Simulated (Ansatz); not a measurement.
Calculated with Ansatz (gas phase, PBE0-D4/def2-TZVP geometries, no zero-point term in ΔE). CBS: MP2 limit from def2 TZ/QZ plus the TZ coupled-cluster correction, frozen cores. This one scheme is used for every species. Functionals use def2-TZVPP. Each species was taken in one conformer, which may not be the lowest.

Consider the hydrogenolysis of a C–Si bond: `O=CC(O)[SiH2]O` + H₂ → `O=CCO` + `O[SiH3]`.

Task: Is it downhill or uphill in electronic energy at CCSD(T)/CBS, and by how much? (An estimate is asked.)

Result: Ansatz gave: Downhill: ΔE = -4.0 kcal/mol.

Task: What do these levels give: PBE0-D4, ωB97X-V, ωB97M-V, PBE, PBE0, SCS-MP2/def2-TZVPP, CCSD/def2-TZVPP, CCSD(T)/def2-TZVPP, MP2/def2-QZVPP, HF/CBS(def2), MP2/CBS(def2), CCSD/CBS(def2)? (Best estimate.)

Result: Ansatz gave: PBE0-D4 -3.7, ωB97X-V -4.5, ωB97M-V -3.7, PBE -3.7, PBE0 -5.5, SCS-MP2/def2-TZVPP -5.2, CCSD/def2-TZVPP -6.3, CCSD(T)/def2-TZVPP -4.5, MP2/def2-QZVPP -2.8, HF/CBS(def2) -13.0, MP2/CBS(def2) -2.5, CCSD/CBS(def2) -5.7 kcal/mol.

Largest T1 diagnostic among the species: 0.014.

From PBE to PBE0 (25 % exact exchange), in def2-TZVPP and without D4, ΔE moves by −1.7 kcal/mol. The D4 term adds +3.3 kcal/mol with B3LYP and +1.8 kcal/mol with PBE0; it sums over pairs of atoms, weighted by their polarisabilities, and B3LYP, whose exchange is more repulsive, gets the larger term. In def2-TZVPP, CCSD(T) changes the Hartree–Fock value by +8.3 kcal/mol (the triples alone add +1.7 kcal/mol) and MP2 by +9.8 kcal/mol.

B3LYP here is the variant with VWN-RPA as its local correlation; programs differ in this.
